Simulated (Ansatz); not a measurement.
cis-Sn(H2O)2Cl4 (SnCl4O2H4). Total charge 0; triplet. Geometry PBE0-D4/def2-SVP, that of the neutral singlet; atoms count from 1.

```xyz
11

Sn   -0.7530    0.0776   -0.0930
O     0.9284    0.7821    1.3661
H     0.8997    0.0644    2.0232
H     0.5724    1.5675    1.8102
Cl   -2.0750   -0.9857   -1.7327
O     1.0537   -0.9855   -1.1217
H     1.3281   -0.2939   -1.7496
H     0.6662   -1.6958   -1.6564
Cl   -2.1885    1.4246    1.2079
Cl    0.1455    1.8183   -1.4633
Cl   -0.5774   -1.7738    1.4093
```

In the def2 sets Sn takes a core potential; there is no spin–orbit coupling. At PBE0-D4/def2-TZVP a singlet of charge 0 lies 4.47 eV below the triplet at the same geometry.

Q: Estimate the Mulliken populations from the PBE0/def2-TZVP orbitals of Ansatz.

A: 
```json
{"atom": "Sn1", "charge (e)": "0.75", "spin (α − β)": "0.47"}
{"atom": "O2", "charge (e)": "-0.53", "spin (α − β)": "0.02"}
{"atom": "H3", "charge (e)": "0.36", "spin (α − β)": "0.00"}
{"atom": "H4", "charge (e)": "0.36", "spin (α − β)": "0.00"}
{"atom": "Cl5", "charge (e)": "-0.26", "spin (α − β)": "0.39"}
{"atom": "O6", "charge (e)": "-0.53", "spin (α − β)": "0.02"}
{"atom": "H7", "charge (e)": "0.36", "spin (α − β)": "0.00"}
{"atom": "H8", "charge (e)": "0.36", "spin (α − β)": "0.00"}
{"atom": "Cl9", "charge (e)": "-0.26", "spin (α − β)": "0.39"}
{"atom": "Cl10", "charge (e)": "-0.30", "spin (α − β)": "0.35"}
{"atom": "Cl11", "charge (e)": "-0.30", "spin (α − β)": "0.35"}
```
Mulliken values depend strongly on the basis.

Q: Where does the spin sit?

A: Summed by element: Sn 0.47, O 0.04, H 0.00, Cl 1.48, of 2 unpaired in all. Largest on single atoms: Sn1 0.47, Cl5 0.39, Cl9 0.39.

Q: And the Mayer bond orders between heavy atoms (over 0.3)?

A: Sn1–Cl5 0.73 (2.36 Å); Sn1–Cl9 0.73 (2.36 Å); Sn1–Cl10 0.70 (2.39 Å); Sn1–Cl11 0.70 (2.39 Å).
